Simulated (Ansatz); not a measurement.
Z-matrix (Å, degrees):
```
C
F 1 1.409
O 1 1.374 2 107.3
N 1 1.397 2 112.7 3 120.4
H 1 1.094 2 104.6 3 -119.1
Si 3 1.640 1 126.7 2 -41.2
H 4 1.010 1 111.8 2 60.3
H 4 1.012 1 111.4 2 -64.1
F 6 1.595 3 109.4 1 -55.8
H 6 1.474 3 104.8 1 -172.5
H 6 1.475 3 112.7 1 63.6
```

The species carries charge 0 and has multiplicity 1.

List the PBE0/def2-TZVPP orbital energies in eV (Ansatz 0.2.0). (Best estimate.)

Computed: Occupied: -1804.04, -673.88, -673.71, -523.45, -391.60, -282.66, -146.19, -100.91, -100.86, -100.81, -33.73, -33.29, -29.53, -25.55, -19.10, -16.65, -15.32, -14.97, -14.61, -13.35, -12.91, -12.81, -12.36, -11.32, -11.11, -10.59, -9.70, -9.24, -8.24. Lowest empty: 0.53, 0.95, 1.39, 2.11, 2.39, 3.02, 3.15, 3.72.
